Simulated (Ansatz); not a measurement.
Method: frozen-core CCSD(T)/cc-pVDZ // B3LYP-D3(BJ)/def2-SVP in Ansatz (a first-principles code).

Ansatz 0.2 input:
```yaml
crystal:
  periodic: [false, false, false]
  atoms:
    - { symbol: C, position_ang: [2.394999, -1.689565, -0.274986] }
    - { symbol: C, position_ang: [1.925643, -0.248641, -0.032179] }
    - { symbol: Si, position_ang: [0.083456, -0.063721, 0.380371] }
    - { symbol: C, position_ang: [-0.323606, -1.038815, 1.947463] }
    - { symbol: C, position_ang: [-0.316487, 1.767112, 0.673821] }
    - { symbol: C, position_ang: [-0.12428, 2.673996, -0.548902] }
    - { symbol: C, position_ang: [-0.951561, -0.720156, -1.068472] }
    - { symbol: C, position_ang: [-2.466434, -0.535391, -0.908399] }
    - { symbol: H, position_ang: [2.221183, -2.326278, 0.608148] }
    - { symbol: H, position_ang: [1.858258, -2.153723, -1.118759] }
    - { symbol: H, position_ang: [3.471744, -1.740948, -0.506624] }
    - { symbol: H, position_ang: [2.504138, 0.204109, 0.794097] }
    - { symbol: H, position_ang: [2.142335, 0.372512, -0.920048] }
    - { symbol: H, position_ang: [-1.385727, -0.929499, 2.221143] }
    - { symbol: H, position_ang: [-0.121414, -2.114409, 1.81625] }
    - { symbol: H, position_ang: [0.278704, -0.685192, 2.800794] }
    - { symbol: H, position_ang: [0.309843, 2.120961, 1.51303] }
    - { symbol: H, position_ang: [-1.358235, 1.835851, 1.035871] }
    - { symbol: H, position_ang: [-0.768735, 2.36288, -1.387564] }
    - { symbol: H, position_ang: [0.915349, 2.647915, -0.914619] }
    - { symbol: H, position_ang: [-0.364591, 3.726805, -0.326557] }
    - { symbol: H, position_ang: [-0.604085, -0.221669, -1.99154] }
    - { symbol: H, position_ang: [-0.71371, -1.79044, -1.204285] }
    - { symbol: H, position_ang: [-3.027325, -0.940691, -1.766755] }
    - { symbol: H, position_ang: [-2.736368, 0.529497, -0.816448] }
    - { symbol: H, position_ang: [-2.843096, -1.042503, -0.004853] }
basis:
  gaussian: { orbitals: cc-pVDZ }
correlation:
  method: ccsd_t
```

Output:

```
Functional definition: HF
1873 factors; integrals over basis functions are off by at most 1.3e-3 eV
mean field evaluation 1: about -15355.9783 eV, gradient 4.3e1 eV
mean field evaluation 2: about -15356.2249 eV, gradient 4.3e1 eV
mean field evaluation 4: about -15361.6243 eV, gradient 4.3e0 eV
mean field evaluation 8: about -15361.6922 eV, gradient 1.8e-1 eV
mean field evaluation 16: about -15361.4405 eV, gradient 4.8e-1 eV
mean field -15361.69233272 eV, -564.5317806983 hartree, gradient 5.1e-6 eV, S^2 0.000000; 0 other end points of the search recorded, 0 dependent functions left out
12 core orbitals not correlated
reference -15361.69233272 eV, -564.5317806983 hartree; 25, 25 occupied and 169, 169 virtual orbitals, 1873 factors
second order -30.68209458 eV of doubles, -0.00000000 eV of singles
cycle   1  -32.86634648 eV  change    -2.2e0 eV  update   1.1e-1
cycle   2  -33.74235522 eV  change   -8.8e-1 eV  update   3.3e-2
cycle   3  -33.84802068 eV  change   -1.1e-1 eV  update   1.0e-2
cycle   4  -33.85119135 eV  change   -3.2e-3 eV  update   2.8e-3
cycle   5  -33.85214743 eV  change   -9.6e-4 eV  update   7.9e-4
cycle   6  -33.85224478 eV  change   -9.7e-5 eV  update   2.3e-4
cycle   7  -33.85224985 eV  change   -5.1e-6 eV  update   6.4e-5
cycle   8  -33.85226368 eV  change   -1.4e-5 eV  update   2.1e-5
perturbative correction -1.01235177 eV, -0.0372032414 hartree
Total energy: -15396.55694816 eV, -565.8130316839 hartree
```

Cost: about 5 core-minutes (a rough figure).
